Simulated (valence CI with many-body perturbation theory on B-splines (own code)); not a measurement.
## Nb XXXV: calculated level list

Computed by configuration interaction combined with many-body perturbation theory (CI+MBPT): five valence electrons over a frozen Dirac-Fock core [He], radial functions for each j: 9 s, 9 p, 8 d, 6 f, 3 g, 1 h, with the one-electron correlation potential Σ1 (screened to all orders), the two-electron term Σ2, the three-electron term Σ3, Breit, model QED; selected single and double excitations, second order for the rest, scaled by the run's own slope (own B-spline code, finite nucleus).

No measured spectrum was set against this ion. As an estimate, large intervals hold to a few tenths of a per cent, small ones and those within an open d or f shell to about a per cent. Among the levels kept, up to 5800 cm⁻¹ of a level comes from second order outside the variational space, and about a tenth of that is noise between levels of different J, which matters for small intervals.

Levels 1 to 45 of 64, with energies above the lowest level, (2s^2 2p1/2^2 2p3/2) J=3/2. "Leading %" is the weight of the configuration and term that name the level; weights of strongly mixed levels are sums over their largest components and can fall short, so below about 35 % the name and the second component can differ from the true leading terms, or belong to a minority configuration. In the jj column 3d3/2^4 stands for four electrons in 3d with j = 3/2.

| No. | Configuration | Term | J | E (eV) | Leading % | g | Second component | Leading jj |
| --- | --- | --- | --- | --- | --- | --- | --- | --- |
| 1 | 2s²2p³ | ²P° | 3/2 | 0.0 | 41 | 1.453 | 37 % 2s²2p³ ⁴S° | 2s^2 2p1/2^2 2p3/2 (97 %) |
| 2 | 2s²2p³ | ⁴S° | 3/2 | 88.0 | 49 | 1.394 | 48 % 2s²2p³ ²D° | 2s^2 2p1/2 2p3/2^2 (97 %) |
| 3 | 2s²2p³ | ²D° | 5/2 | 103.4 | 100 | 1.190 |  | 2s^2 2p1/2 2p3/2^2 (100 %) |
| 4 | 2s²2p³ | ²P° | 1/2 | 123.6 | 99 | 0.652 |  | 2s^2 2p1/2 2p3/2^2 (99 %) |
| 5 | 2s²2p³ | ²P° | 3/2 | 211.8 | 56 | 1.259 | 29 % 2s²2p³ ²D° | 2s^2 2p3/2^3 (98 %) |
| 6 | 2s2p⁴ | ⁴P | 5/2 | 237.6 | 83 | 1.524 | 16 % 2s2p⁴ ²D | 2s 2p1/2^2 2p3/2^2 (96 %) |
| 7 | 2s2p⁴ | ⁴P | 1/2 | 281.8 | 52 | 2.295 | 45 % 2s2p⁴ ²S | 2s 2p1/2^2 2p3/2^2 (89 %) |
| 8 | 2s2p⁴ | ⁴P | 3/2 | 282.3 | 45 | 1.344 | 30 % 2s2p⁴ ²D | 2s 2p1/2^2 2p3/2^2 (83 %) |
| 9 | 2s2p⁴ | ⁴P | 3/2 | 345.8 | 54 | 1.359 | 34 % 2s2p⁴ ²D | 2s 2p1/2 2p3/2^3 (88 %) |
| 10 | 2s2p⁴ | ²D | 5/2 | 367.6 | 83 | 1.256 | 16 % 2s2p⁴ ⁴P | 2s 2p1/2 2p3/2^3 (96 %) |
| 11 | 2s2p⁴ | ²P | 1/2 | 390.3 | 52 | 1.509 | 31 % 2s2p⁴ ⁴P | 2s 2p1/2 2p3/2^3 (83 %) |
| 12 | 2s2p⁴ | ²P | 3/2 | 402.1 | 63 | 1.135 | 36 % 2s2p⁴ ²D | 2s 2p1/2 2p3/2^3 (95 %) |
| 13 | 2s2p⁴ | ²P | 1/2 | 496.1 | 45 | 1.501 | 38 % 2s2p⁴ ²S | 2s 2p3/2^4 (90 %) |
| 14 | 2p⁵ | ²P° | 3/2 | 568.4 | 99 | 1.324 |  | 2p1/2^2 2p3/2^3 (99 %) |
| 15 | 2p⁵ | ²P° | 1/2 | 670.1 | 99 | 0.652 |  | 2p1/2 2p3/2^4 (99 %) |
| 16 | 2s²2p²3s | ⁴P | 1/2 | 2515.7 | 53 | 2.064 | 24 % 2s²2p²3s ²S | 2s^2 2p1/2^2 3s (98 %) |
| 17 | 2s²2p²3p | ⁴D° | 1/2 | 2561.1 | 43 | 0.666 | 38 % 2s²2p²3p ²P° | 2s^2 2p1/2^2 3p1/2 (98 %) |
| 18 | 2s²2p²3p | ⁴D° | 3/2 | 2596.1 | 27 | 1.340 | 24 % 2s²2p²3p ⁴P° | 2s^2 2p1/2^2 3p3/2 (96 %) |
| 19 | 2s²2p²3s | ⁴P | 3/2 | 2605.5 | 89 | 1.681 | 9 % 2s²2p²3s ²P | 2s^2 2p1/2 2p3/2 3s (99 %) |
| 20 | 2s²2p²3s | ²P | 1/2 | 2610.8 | 69 | 1.271 | 30 % 2s²2p²3s ⁴P | 2s^2 2p1/2 2p3/2 3s (99 %) |
| 21 | 2s²2p²3s | ²D | 5/2 | 2617.8 | 54 | 1.370 | 44 % 2s²2p²3s ⁴P | 2s^2 2p1/2 2p3/2 3s (97 %) |
| 22 | 2s²2p²3s | ²D | 3/2 | 2621.9 | 58 | 1.017 | 40 % 2s²2p²3s ²P | 2s^2 2p1/2 2p3/2 3s (98 %) |
| 23 | 2s²2p²3d | ⁴F | 3/2 | 2643.7 | 39 | 0.774 | 24 % 2s²2p²3d ²D | 2s^2 2p1/2^2 3d3/2 (98 %) |
| 24 | 2s²2p²3p | ⁴P° | 1/2 | 2650.6 | 41 | 1.669 | 30 % 2s²2p²3p ⁴D° | 2s^2 2p1/2 2p3/2 3p1/2 (98 %) |
| 25 | 2s²2p²3p | ⁴D° | 3/2 | 2655.2 | 53 | 1.152 | 24 % 2s²2p²3p ²D° | 2s^2 2p1/2 2p3/2 3p1/2 (98 %) |
| 26 | 2s²2p²3d | ²D | 5/2 | 2658.0 | 26 | 1.200 | 22 % 2s²2p²3d ⁴D | 2s^2 2p1/2^2 3d5/2 (96 %) |
| 27 | 2s²2p²3p | ²F° | 5/2 | 2664.3 | 38 | 1.126 | 32 % 2s²2p²3p ²D° | 2s^2 2p1/2 2p3/2 3p1/2 (97 %) |
| 28 | 2s²2p²3p | ²P° | 3/2 | 2680.1 | 33 | 1.417 | 32 % 2s²2p²3p ⁴S° | 2s^2 2p1/2 2p3/2 3p1/2 (88 %) |
| 29 | 2s²2p²3p | ⁴D° | 5/2 | 2680.8 | 51 | 1.428 | 34 % 2s²2p²3p ⁴P° | 2s^2 2p1/2 2p3/2 3p3/2 (97 %) |
| 30 | 2s²2p²3p | ⁴P° | 1/2 | 2684.1 | 40 | 1.758 | 29 % 2s²2p²3p ²P° | 2s^2 2p1/2 2p3/2 3p3/2 (97 %) |
| 31 | 2s²2p²3p | ²D° | 3/2 | 2688.8 | 47 | 1.221 | 34 % 2s²2p²3p ⁴P° | 2s^2 2p1/2 2p3/2 3p3/2 (92 %) |
| 32 | 2s²2p²3p | ²F° | 7/2 | 2693.8 | 54 | 1.267 | 45 % 2s²2p²3p ⁴D° | 2s^2 2p1/2 2p3/2 3p3/2 (97 %) |
| 33 | 2s²2p²3p | ²P° | 3/2 | 2698.7 | 45 | 1.348 | 20 % 2s²2p²3p ²D° | 2s^2 2p1/2 2p3/2 3p3/2 (92 %) |
| 34 | 2s²2p²3p | ²D° | 5/2 | 2705.9 | 49 | 1.187 | 25 % 2s²2p²3p ²F° | 2s^2 2p1/2 2p3/2 3p3/2 (92 %) |
| 35 | 2s²2p²3p | ²P° | 1/2 | 2715.4 | 82 | 0.699 | 8 % 2s²2p²3p ⁴D° | 2s^2 2p1/2 2p3/2 3p3/2 (95 %) |
| 36 | 2s²2p²3s | ⁴P | 5/2 | 2717.5 | 53 | 1.411 | 44 % 2s²2p²3s ²D | 2s^2 2p3/2^2 3s (95 %) |
| 37 | 2s²2p²3s | ²P | 3/2 | 2722.4 | 49 | 1.138 | 40 % 2s²2p²3s ²D | 2s^2 2p3/2^2 3s (97 %) |
| 38 | 2s2p³3s | ⁶S° | 5/2 | 2729.6 | 57 | 1.784 | 29 % 2s2p³3s ⁴P° | 2s 2p1/2^2 2p3/2 3s (80 %) |
| 39 | 2s²2p²3d | ⁴F | 3/2 | 2734.4 | 42 | 0.941 | 32 % 2s²2p²3d ²P | 2s^2 2p1/2 2p3/2 3d3/2 (96 %) |
| 40 | 2s²2p²3d | ⁴F | 5/2 | 2736.0 | 55 | 0.985 | 37 % 2s²2p²3d ²F | 2s^2 2p1/2 2p3/2 3d3/2 (95 %) |
| 41 | 2s²2p²3d | ⁴D | 1/2 | 2736.7 | 80 | 0.222 | 14 % 2s²2p²3d ²P | 2s^2 2p1/2 2p3/2 3d3/2 (99 %) |
| 42 | 2s²2p²3d | ⁴F | 7/2 | 2740.8 | 60 | 1.274 | 31 % 2s²2p²3d ⁴D | 2s^2 2p1/2 2p3/2 3d5/2 (91 %) |
| 43 | 2s²2p²3d | ²F | 7/2 | 2745.7 | 41 | 1.130 | 28 % 2s²2p²3d ²G | 2s^2 2p1/2 2p3/2 3d3/2 (79 %) |
| 44 | 2s2p³3s | ⁴S° | 3/2 | 2746.6 | 49 | 1.655 | 23 % 2s2p³3s ²P° | 2s 2p1/2^2 2p3/2 3s (84 %) |
| 45 | 2s²2p²3s | ²S | 1/2 | 2747.4 | 71 | 1.969 | 15 % 2s²2p²3s ⁴P | 2s^2 2p3/2^2 3s (93 %) |

The ionisation energy to 2s²2p² ³P0 of the next ion comes out as 4542.5 eV (NIST: 4540 ± 30 eV (semi-empirical)). All 64 levels together are meant to be complete up to 2796.4 eV.
